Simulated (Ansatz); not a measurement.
Basis sets compared for the cluster CaSi₂. Total charge 0; singlet. Geometry PBE-D4/def2-TZVP. Ansatz on 4 threads of Arm Neoverse V1 on a shared host; times are rough, and most runs start from earlier orbitals.

```
atom   x (Å)   y (Å)   z (Å)
 Ca1  -0.576  -0.565   1.456
 Si2   0.742   1.129  -0.220
 Si3  -0.166  -0.563  -1.236
```

The structure comes from a short search, and lower isomers may exist.

Binding counts from free atoms (Ca singlet, Si triplet) in the same basis, without a counterpoise term.

```
                            level  functions  energy (Eh)  HOMO (eV)  LUMO (eV)  binding per atom (eV)  wall time
                  PBE-D4/def2-SVP         60   -1255.7320      -4.12      -2.82                   2.19      0.6 s
                 PBE-D4/def2-TZVP        110   -1256.0172      -4.12      -2.87                   2.20     0.85 s
r2SCAN-D4/def2-TZVP (with forces)        110   -1256.4262      -4.18      -2.64                   2.16      2.1 s
                 PBE0-D4/def2-SVP         60   -1255.8171      -4.87      -2.36                   2.02      0.7 s
                PBE0-D4/def2-TZVP        110   -1256.0997      -4.88      -2.42                   2.04      1.4 s
```

Estimate the rows for PBE-D4/def2-TZVPD, r2SCAN-D4/def2-TZVPD, PBE0-D4/def2-TZVPD.


| level | functions | energy (Eh) | HOMO (eV) | LUMO (eV) | binding per atom (eV) | wall time |
| --- | --- | --- | --- | --- | --- | --- |
| PBE-D4/def2-TZVPD | 122 | -1256.0176 | -4.13 | -2.88 | 2.20 | 1 s |
| r2SCAN-D4/def2-TZVPD | 122 | -1256.4265 | -4.18 | -2.64 | 2.16 | 2.4 s |
| PBE0-D4/def2-TZVPD | 122 | -1256.1001 | -4.88 | -2.43 | 2.04 | 1.1 s |
